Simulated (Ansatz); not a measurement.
A structure relaxed at PBE0-D4/def2-TZVP, charge 0, multiplicity 1:

```xyz
8

C    -0.652    0.155    1.111
O     0.557    0.068    0.411
Al    1.033   -0.160   -1.176
Br   -0.555   -0.414   -2.759
H    -0.703   -0.636    1.865
H    -0.713    1.119    1.626
H    -1.522    0.060    0.452
H     2.556   -0.193   -1.530
```

Q: Give its formula and SMILES.

A: CH4AlBrO, `C[O][AlH][Br]`.

Q: Point group (tolerance 0.08 Å, 0.16 Å for H)?

A: Cs.

Q: Summarise the bond lengths by kind.

A: 1 × C–O 1.400 Å; 3 × C–H 1.094 to 1.096 Å; 1 × Al–O 1.672 Å; 1 × Al–Br 2.257 Å; 1 × Al–H 1.564 Å.

Results of the Gaussian-basis code of Ansatz.
